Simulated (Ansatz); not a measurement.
A short molecular-dynamics run on C$_{2}$H$_{3}$ClGaNO (`[CH3][Ga]([Cl])[N]=C=O`).

```yaml
crystal:
  periodic: [false, false, false]
  atoms:
    - {symbol: C, position_ang: [-0.649073, -1.399983, 1.002465]}
    - {symbol: Ga, position_ang: [0.459815, -0.181091, -0.016988]}
    - {symbol: Cl, position_ang: [2.550460, -0.471503, -0.375824]}
    - {symbol: N, position_ang: [-0.212866, 1.352849, -0.761311]}
    - {symbol: C, position_ang: [0.108781, 2.310780, -1.413294]}
    - {symbol: O, position_ang: [0.351812, 3.261131, -2.041096]}
    - {symbol: H, position_ang: [-0.927974, -0.929734, 1.947639]}
    - {symbol: H, position_ang: [-1.564427, -1.615511, 0.449310]}
    - {symbol: H, position_ang: [-0.116527, -2.326937, 1.209109]}
basis:
  gaussian: {orbitals: "6-31G*"}
hamiltonian: {xc: {name: r2SCAN}, dispersion: rvv10}
md: {timestep: 2 fs, n_steps: 20, ensemble: nvt_nose_hoover, temperature: 300, initial_velocities: maxwell_boltzmann, seed: 452}
```

```sh
$ ansatz run in.yaml --threads 4 --pin off --events-out ev --progress --plain --max-ram 10444MiB
```

| step | time (fs) | potential energy (eV) | kinetic (eV) | T (K) | conserved (eV) |
| --- | --- | --- | --- | --- | --- |
| 0 | 0.0 | -70547.7955 | 0.2714 | 300 | -70547.5240 |
| 1 | 2.0 | -70547.7193 | 0.2101 | 232 | -70547.5092 |
| 2 | 4.0 | -70547.6571 | 0.1518 | 168 | -70547.5053 |
| 3 | 6.0 | -70547.6750 | 0.1611 | 178 | -70547.5140 |
| 4 | 8.0 | -70547.6586 | 0.1474 | 163 | -70547.5115 |
| 5 | 10.0 | -70547.6340 | 0.1289 | 142 | -70547.5055 |
| 6 | 12.0 | -70547.6780 | 0.1672 | 185 | -70547.5115 |
| 7 | 14.0 | -70547.7073 | 0.1898 | 210 | -70547.5185 |
| 8 | 16.0 | -70547.6346 | 0.1280 | 141 | -70547.5080 |
| 9 | 18.0 | -70547.6076 | 0.1071 | 118 | -70547.5022 |
| 10 | 20.0 | -70547.6956 | 0.1807 | 200 | -70547.5170 |
| 11 | 22.0 | -70547.7111 | 0.1984 | 219 | -70547.5155 |
| 12 | 24.0 | -70547.6677 | 0.1661 | 184 | -70547.5050 |
| 13 | 26.0 | -70547.6984 | 0.1896 | 210 | -70547.5129 |
| 14 | 28.0 | -70547.7072 | 0.1958 | 216 | -70547.5163 |
| 15 | 30.0 | -70547.6403 | 0.1397 | 154 | -70547.5063 |
| 16 | 32.0 | -70547.6291 | 0.1300 | 144 | -70547.5055 |
| 17 | 34.0 | -70547.6825 | 0.1737 | 192 | -70547.5159 |
| 18 | 36.0 | -70547.6638 | 0.1594 | 176 | -70547.5125 |
| 19 | 38.0 | -70547.6167 | 0.1216 | 134 | -70547.5042 |
| 20 | 40.0 | -70547.6563 | 0.1576 | 174 | -70547.5086 |

Velocities are drawn at the set temperature; a run this short doesn't reach equilibrium.

Frames (Å, forces in eV/Å):

```xyz
9
time=0.0 fs
C    -0.649   -1.400    1.002    0.100    0.094   -0.080
Ga    0.460   -0.181   -0.017   -0.185   -0.047    0.076
Cl    2.550   -0.472   -0.376    0.167   -0.024   -0.028
N    -0.213    1.353   -0.761   -0.436   -0.969    0.687
C     0.109    2.311   -1.413    0.137   -0.225    0.099
O     0.352    3.261   -2.041    0.272    1.235   -0.804
H    -0.928   -0.930    1.948   -0.022    0.078    0.121
H    -1.564   -1.616    0.449   -0.112   -0.019   -0.093
H    -0.117   -2.327    1.209    0.079   -0.123    0.022
9
time=2.0 fs
C    -0.655   -1.401    0.995    0.856    0.081    0.299
Ga    0.458   -0.183   -0.014    0.011    0.074    0.090
Cl    2.553   -0.471   -0.378    0.148   -0.036   -0.025
N    -0.215    1.349   -0.748   -0.020    1.116   -0.747
C     0.101    2.326   -1.427   -0.669   -3.806    2.557
O     0.359    3.257   -2.043    0.591    2.777   -1.853
H    -0.912   -0.952    1.959   -0.252    0.176   -0.071
H    -1.534   -1.587    0.392   -0.390   -0.297    0.028
H    -0.071   -2.301    1.225   -0.275   -0.085   -0.278
9
time=4.0 fs
C    -0.657   -1.401    0.989    0.875    0.061    0.328
Ga    0.457   -0.184   -0.010    0.187    0.168    0.097
Cl    2.555   -0.470   -0.381    0.092   -0.035   -0.021
N    -0.218    1.347   -0.737    0.067    1.891   -1.326
C     0.091    2.328   -1.433   -0.585   -3.988    2.778
O     0.367    3.260   -2.050    0.390    2.237   -1.528
H    -0.906   -0.968    1.967   -0.396    0.187   -0.310
H    -1.519   -1.570    0.336   -0.132   -0.390    0.442
H    -0.036   -2.278    1.231   -0.498   -0.132   -0.459
9
time=6.0 fs
C    -0.657   -1.401    0.984    0.540    0.163    0.063
Ga    0.456   -0.185   -0.007    0.312    0.266    0.069
Cl    2.558   -0.470   -0.384   -0.001   -0.018   -0.014
N    -0.220    1.351   -0.729   -0.096    1.349   -1.013
C     0.079    2.318   -1.430    0.340   -1.130    0.953
O     0.376    3.268   -2.061   -0.338   -0.066   -0.037
H    -0.915   -0.977    1.964   -0.442    0.179   -0.363
H    -1.509   -1.568    0.296    0.133   -0.380    0.757
H    -0.019   -2.260    1.219   -0.447   -0.363   -0.416
9
time=8.0 fs
C    -0.656   -1.401    0.979    0.386    0.236   -0.114
Ga    0.455   -0.187   -0.004    0.391    0.391   -0.016
Cl    2.561   -0.469   -0.386   -0.109    0.005   -0.001
N    -0.223    1.359   -0.724   -0.373    0.094   -0.178
C     0.068    2.304   -1.424    1.389    2.183   -1.239
O     0.385    3.276   -2.071   -1.037   -2.171    1.332
H    -0.941   -0.979    1.947   -0.377    0.155   -0.201
H    -1.494   -1.580    0.286   -0.006   -0.345    0.614
H    -0.020   -2.256    1.191   -0.264   -0.546   -0.197
9
time=10.0 fs
C    -0.653   -1.399    0.973    0.508    0.025   -0.023
Ga    0.454   -0.188    0.000    0.437    0.535   -0.158
Cl    2.563   -0.469   -0.389   -0.202    0.022    0.016
N    -0.227    1.367   -0.719   -0.522   -0.750    0.396
C     0.062    2.297   -1.422    1.933    3.815   -2.335
O     0.391    3.279   -2.079   -1.359   -3.053    1.902
H    -0.982   -0.975    1.922   -0.192    0.069   -0.001
H    -1.479   -1.606    0.299   -0.402   -0.288    0.129
H    -0.031   -2.273    1.155   -0.203   -0.375    0.075
9
time=12.0 fs
C    -0.648   -1.398    0.968    0.290   -0.461    0.028
Ga    0.454   -0.188    0.003    0.459    0.689   -0.348
Cl    2.566   -0.468   -0.391   -0.263    0.028    0.036
N    -0.232    1.373   -0.714   -0.352   -0.375    0.092
C     0.062    2.303   -1.427    1.686    2.846   -1.630
O     0.394    3.275   -2.082   -1.232   -2.583    1.580
H    -1.029   -0.968    1.897    0.088   -0.084    0.067
H    -1.479   -1.642    0.317   -0.446   -0.107   -0.157
H    -0.050   -2.305    1.123   -0.229    0.047    0.331
9
time=14.0 fs
C    -0.643   -1.398    0.962   -0.556   -0.948   -0.157
Ga    0.453   -0.188    0.006    0.458    0.856   -0.559
Cl    2.568   -0.468   -0.394   -0.294    0.024    0.056
N    -0.238    1.378   -0.708    0.021    0.702   -0.739
C     0.067    2.317   -1.438    0.777   -0.123    0.480
O     0.393    3.264   -2.081   -0.662   -0.849    0.410
H    -1.074   -0.965    1.875    0.361   -0.211    0.049
H    -1.497   -1.683    0.329    0.030    0.230   -0.069
H    -0.078   -2.334    1.103   -0.133    0.320    0.529
9
time=16.0 fs
C    -0.639   -1.402    0.956   -1.315   -1.124   -0.296
Ga    0.453   -0.188    0.009    0.430    1.014   -0.740
Cl    2.569   -0.467   -0.397   -0.312    0.022    0.072
N    -0.244    1.385   -0.704    0.325    1.367   -1.276
C     0.075    2.332   -1.447   -0.280   -3.295    2.716
O     0.391    3.251   -2.079    0.132    1.463   -1.170
H    -1.105   -0.969    1.854    0.496   -0.200    0.105
H    -1.513   -1.715    0.338    0.403    0.485   -0.031
H    -0.111   -2.352    1.103    0.120    0.268    0.619
9
time=18.0 fs
C    -0.639   -1.409    0.949   -1.387   -0.987   -0.204
Ga    0.453   -0.188    0.011    0.378    1.109   -0.832
Cl    2.571   -0.467   -0.399   -0.341    0.032    0.084
N    -0.249    1.395   -0.704    0.391    0.974   -1.024
C     0.082    2.335   -1.448   -0.695   -4.224    3.354
O     0.390    3.242   -2.080    0.554    2.586   -1.959
H    -1.116   -0.982    1.837    0.440   -0.032    0.265
H    -1.514   -1.729    0.346    0.291    0.467   -0.241
H    -0.139   -2.359    1.127    0.369    0.074    0.558
9
time=20.0 fs
C    -0.644   -1.419    0.942   -0.784   -0.801    0.206
Ga    0.454   -0.186    0.013    0.316    1.098   -0.816
Cl    2.572   -0.466   -0.401   -0.387    0.058    0.091
N    -0.254    1.409   -0.707    0.118   -0.589    0.133
C     0.087    2.325   -1.437   -0.052   -1.740    1.509
O     0.390    3.239   -2.085    0.274    1.512   -1.215
H    -1.111   -0.995    1.831    0.279    0.168    0.338
H    -1.504   -1.724    0.345   -0.158    0.211   -0.547
H    -0.153   -2.363    1.172    0.393    0.082    0.300
9
time=22.0 fs
C    -0.652   -1.431    0.935   -0.245   -0.658    0.698
Ga    0.454   -0.184    0.015    0.255    0.989   -0.720
Cl    2.572   -0.465   -0.404   -0.426    0.088    0.094
N    -0.257    1.420   -0.709   -0.415   -2.679    1.739
C     0.091    2.310   -1.422    1.050    2.131   -1.431
O     0.390    3.239   -2.094   -0.221   -0.348    0.131
H    -1.095   -1.002    1.838    0.128    0.246    0.120
H    -1.499   -1.712    0.323   -0.324   -0.022   -0.512
H    -0.152   -2.364    1.229    0.198    0.252   -0.119
9
time=24.0 fs
C    -0.660   -1.446    0.930   -0.256   -0.366    0.786
Ga    0.455   -0.182    0.016    0.189    0.799   -0.589
Cl    2.573   -0.464   -0.406   -0.428    0.106    0.092
N    -0.262    1.425   -0.706   -0.656   -3.521    2.423
C     0.099    2.301   -1.411    1.517    4.004   -2.925
O     0.390    3.239   -2.102   -0.434   -1.369    0.921
H    -1.075   -1.000    1.849   -0.023    0.206   -0.244
H    -1.508   -1.700    0.281    0.077   -0.088    0.030
H    -0.143   -2.356    1.281    0.014    0.227   -0.494
9
time=26.0 fs
C    -0.669   -1.462    0.928   -0.287    0.226    0.515
Ga    0.456   -0.179    0.017    0.121    0.549   -0.453
Cl    2.572   -0.463   -0.408   -0.383    0.106    0.087
N    -0.269    1.419   -0.697   -0.150   -2.073    1.353
C     0.112    2.305   -1.410    0.798    2.413   -1.782
O     0.389    3.235   -2.108   -0.282   -1.131    0.809
H    -1.055   -0.990    1.851   -0.217    0.154   -0.426
H    -1.513   -1.691    0.241    0.412   -0.149    0.535
H    -0.134   -2.339    1.315   -0.011   -0.095   -0.640
9
time=28.0 fs
C    -0.679   -1.477    0.928    0.122    0.875    0.250
Ga    0.457   -0.176    0.017    0.065    0.265   -0.332
Cl    2.572   -0.462   -0.410   -0.311    0.093    0.083
N    -0.276    1.408   -0.684    0.657    0.281   -0.391
C     0.128    2.317   -1.414   -0.494   -0.906    0.696
O     0.387    3.229   -2.112    0.091   -0.010    0.022
H    -1.043   -0.973    1.836   -0.403    0.127   -0.303
H    -1.502   -1.689    0.220    0.227   -0.288    0.540
H    -0.126   -2.325    1.324    0.047   -0.438   -0.564
9
time=30.0 fs
C    -0.689   -1.490    0.928    0.924    1.204    0.258
Ga    0.458   -0.172    0.018    0.017   -0.022   -0.239
Cl    2.570   -0.461   -0.412   -0.246    0.081    0.080
N    -0.282    1.398   -0.672    1.192    1.927   -1.564
C     0.141    2.326   -1.416   -1.442   -3.337    2.508
O     0.385    3.223   -2.116    0.389    0.958   -0.680
H    -1.047   -0.952    1.810   -0.480    0.052   -0.032
H    -1.483   -1.697    0.221   -0.336   -0.439    0.083
H    -0.115   -2.328    1.311   -0.018   -0.424   -0.414
9
time=32.0 fs
C    -0.696   -1.499    0.929    1.313    1.156    0.152
Ga    0.458   -0.169    0.018   -0.052   -0.283   -0.170
Cl    2.569   -0.460   -0.413   -0.214    0.078    0.081
N    -0.284    1.393   -0.664    1.337    2.406   -1.845
C     0.151    2.324   -1.411   -1.613   -3.353    2.462
O     0.385    3.219   -2.122    0.348    0.659   -0.417
H    -1.069   -0.929    1.783   -0.383   -0.159    0.136
H    -1.477   -1.722    0.224   -0.535   -0.415   -0.174
H    -0.105   -2.348    1.283   -0.201   -0.089   -0.226
9
time=34.0 fs
C    -0.698   -1.504    0.931    0.748    0.944   -0.452
Ga    0.459   -0.165    0.018   -0.159   -0.486   -0.121
Cl    2.567   -0.459   -0.415   -0.215    0.084    0.084
N    -0.282    1.394   -0.662    1.115    1.765   -1.289
C     0.155    2.312   -1.397   -1.094   -1.219    0.718
O     0.385    3.216   -2.128    0.049   -0.723    0.719
H    -1.106   -0.912    1.760   -0.152   -0.453    0.144
H    -1.491   -1.763    0.221   -0.015   -0.105    0.142
H    -0.103   -2.371    1.246   -0.278    0.192    0.054
9
time=36.0 fs
C    -0.698   -1.506    0.931    0.012    0.798   -1.002
Ga    0.460   -0.162    0.018   -0.288   -0.603   -0.085
Cl    2.566   -0.457   -0.417   -0.231    0.093    0.088
N    -0.278    1.401   -0.663    0.567    0.270   -0.090
C     0.155    2.295   -1.381   -0.237    1.617   -1.601
O     0.385    3.212   -2.133   -0.218   -2.016    1.809
H    -1.149   -0.912    1.744    0.089   -0.631    0.146
H    -1.506   -1.809    0.224    0.453    0.244    0.369
H    -0.112   -2.386    1.211   -0.147    0.228    0.366
9
time=38.0 fs
C    -0.698   -1.505    0.928   -0.184    0.704   -1.083
Ga    0.461   -0.160    0.018   -0.408   -0.637   -0.049
Cl    2.564   -0.456   -0.418   -0.239    0.094    0.091
N    -0.271    1.408   -0.664   -0.023   -1.237    1.112
C     0.155    2.284   -1.370    0.454    3.509   -3.171
O     0.385    3.203   -2.134   -0.277   -2.398    2.165
H    -1.188   -0.937    1.732    0.224   -0.549    0.254
H    -1.503   -1.845    0.240    0.373    0.377    0.103
H    -0.126   -2.393    1.190    0.079    0.137    0.578
9
time=40.0 fs
C    -0.699   -1.502    0.921    0.220    0.528   -0.653
Ga    0.461   -0.157    0.018   -0.494   -0.609   -0.004
Cl    2.561   -0.454   -0.420   -0.223    0.080    0.091
N    -0.265    1.412   -0.662   -0.173   -1.578    1.400
C     0.156    2.284   -1.369    0.393    2.981   -2.781
O     0.384    3.188   -2.129   -0.060   -1.537    1.484
H    -1.219   -0.982    1.731    0.247   -0.271    0.374
H    -1.486   -1.866    0.261   -0.116    0.248   -0.482
H    -0.137   -2.395    1.191    0.206    0.158    0.570
```

Hardware: 4 threads of an Arm Neoverse V1 on a shared host. Wall time 100 s, peak host memory 0.48 GiB.
